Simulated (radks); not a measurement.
The chromium anion Cr- inside a hard spherical wall (all orbitals vanish at R), configuration held at [Ar] 3d5 4s2 and not refilled when levels cross. All-electron calculation, non-relativistic Kohn-Sham, PBE, spin-polarised, spherical densities, point nucleus; open shells are filled with parallel spins first. Program: a radial shooting solver on a logarithmic mesh with Libxc functionals. Eigenvalues in eV for spin up, with the zero of energy where the potential of the charges vanishes at infinity; a dash marks a level that is unbound or too diffuse for the functional's potential to be trusted. A positive occupied level is held by the wall or, in an anion where self-interaction has pushed it up, behind a barrier. The pressure on the wall is -dE/dV.

R (bohr)  E (hartree)  kinetic (hartree)    e(3s)    e(3p)   e(4s)   e(3d)  e(4p, empty)  e(4d, empty)  pressure (GPa)
6         -1044.11393           1043.810  -64.371  -36.954   3.902   5.043         7.873        14.775            6.46
5         -1043.95125           1044.309  -61.748  -34.363   6.711   7.471        11.651        21.173            23.7
4         -1043.49649           1045.630  -56.685  -29.409  13.355  12.244        20.102        33.862             112
3.5       -1042.96251           1047.143  -52.387  -25.229  20.367  16.480        28.646        45.357             279
3         -1041.88523           1050.213  -45.871  -18.874  33.428  23.291        43.939        64.051             805
1.5       -1009.52727           1137.113   42.288   73.359  308.78  124.67        323.16        326.74           89300
